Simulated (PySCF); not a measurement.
Species: C₄H₈F₂OSi.
Numbering: `[CH3:1]/[C:2](=[CH:3]/[F:4])[O:5][SiH2:6][CH2:7][F:8]` (hydrogens: H9, H10, H11 on C1; H12 on C3; H13, H14 on Si6; H15, H16 on C7)

Cartesian coordinates in Å at the GFN2-xTB level; atoms count from 1:
```xyz
16
C4H8F2OSi angstrom
C     -2.363   -1.045   -0.011
C     -1.153   -0.209   -0.296
C     -1.248    1.071   -0.636
F     -0.145    1.819   -0.888
O      0.009   -0.874   -0.174
Si     1.589   -0.502   -0.379
C      2.174    0.739    0.964
F      3.546    0.665    1.123
H     -2.391   -1.888   -0.698
H     -2.300   -1.443    1.000
H     -3.272   -0.462   -0.116
H     -2.163    1.625   -0.743
H      1.876    0.040   -1.702
H      2.132   -1.828   -0.121
H      1.745    0.520    1.948
H      1.955    1.781    0.718
```

Computed with TDDFT CAM-B3LYP/def2-SVPD, vertical, gas phase, core orbitals frozen in the response (PySCF).

Each state is given a Gaussian of 0.5 eV full width at half maximum, with ε(max) = 2.175×10⁸ f / Δν̃ (Δν̃ the width in cm⁻¹). The cross-section is σ = 3.8235×10⁻²¹ ε cm², given in Mb (10⁻¹⁸ cm²). The width is an assumption, not a result. The curve ends short of the highest state used, and states not computed would add to its high-energy end.

| E (eV) | σ (Mb) |
| --- | --- |
| 5.27 | 0.00 |
| 5.33 | 0.01 |
| 5.39 | 0.02 |
| 5.46 | 0.04 |
| 5.52 | 0.09 |
| 5.58 | 0.17 |
| 5.65 | 0.31 |
| 5.71 | 0.48 |
| 5.77 | 0.70 |
| 5.84 | 0.97 |
| 5.90 | 1.18 |
| 5.96 | 1.33 |
| 6.03 | 1.38 |
| 6.09 | 1.34 |
| 6.16 | 1.22 |
| 6.22 | 1.17 |
| 6.28 | 1.29 |
| 6.35 | 1.86 |
| 6.41 | 2.94 |
| 6.47 | 4.76 |
| 6.54 | 8.01 |
| 6.60 | 11.79 |
| 6.66 | 16.37 |
| 6.73 | 22.30 |
| 6.79 | 27.43 |
| 6.85 | 32.10 |
| 6.92 | 36.37 |
| 6.98 | 38.56 |
| 7.04 | 39.13 |
| 7.11 | 37.61 |
| 7.17 | 34.63 |
| 7.23 | 30.54 |
| 7.30 | 25.16 |
| 7.36 | 20.75 |
| 7.42 | 17.07 |
| 7.49 | 14.03 |

Task: Where are the band maxima, and which computed states make them?

Result: 206 nm (6.03 eV), ε about 360, made up of S1 (99%); 176 nm (7.03 eV), ε about 10000, made up of S2 (24%), S3 (27%) and S4 (48%) (ε in L mol⁻¹ cm⁻¹; maxima over ε = 5, shares over 10%). The states used: S1 6.02 eV (f 0.0066); S2 6.82 eV (f 0.074); S3 6.99 eV (f 0.053); S4 7.15 eV (f 0.105); S5 7.43 eV (f 0.0088); S6 7.58 eV (f 0.020); S7 7.85 eV (f 0.038); S8 8.09 eV (f 0.010).

Task: Coming from long wavelengths, where does ε first pass 100 L mol⁻¹ cm⁻¹?

Result: At about 218 nm (5.68 eV), 0.34 eV below S1.

Task: On this curve, what absorbance would a 10⁻⁴ mol/L sample give at 222 nm over a 1 cm path?

Result: 222 nm is 5.585 eV, where ε is about 45 L mol⁻¹ cm⁻¹, so A = ε c l ≈ 0.0045 (Beer–Lambert, with the gas-phase spectrum and the assumed width).

Task: What would ε be at 7.03 eV, the highest of these maxima, with half the width (0.25 eV)?

Result: About 12600 L mol⁻¹ cm⁻¹ against 10200, a factor of about 1.2; a lone state at its own centre would give exactly 2.

One conformer stands for the species.
